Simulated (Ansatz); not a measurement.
Basis-set extrapolation for CH₆BClSi₂ (`Cl[SiH]1CB[SiH2]1`) (PBE0-D4/def2-TZVP geometry, frozen core, the Gaussian-basis code of Ansatz). Multiplicity 1, RHF reference.

```json
{"": "HF", "def2-TZVPP": "-1103.475157", "def2-QZVPP": "-1103.508277"}
{"": "MP2 correlation", "def2-TZVPP": "-0.700960", "def2-QZVPP": "-0.755761"}
{"": "CCSD(T) correlation", "def2-TZVPP": "-0.799854", "def2-QZVPP": "not run"}
```

Energies in hartree. Use E(X) = E(∞) + A·exp(−7.88·√X) for Hartree–Fock and E(X) = E(∞) + B·X^(−2.97) for correlation, with X = 3 and 4, and add CCSD(T) minus MP2 of the smaller set to the MP2 limit.

**Question.** What is the CCSD(T) energy at the basis-set limit?

**Answer.** HF limit: -1103.508277 + (-0.033120) × 0.13774 = -1103.51284. MP2 limit: -0.755761 + (-0.054801) × 0.74074 = -0.79635. Higher-order term: -0.799854 − (-0.700960) = -0.09889. Total: -1104.40808 hartree, 349.4 kJ/mol below CCSD(T)/def2-TZVPP.
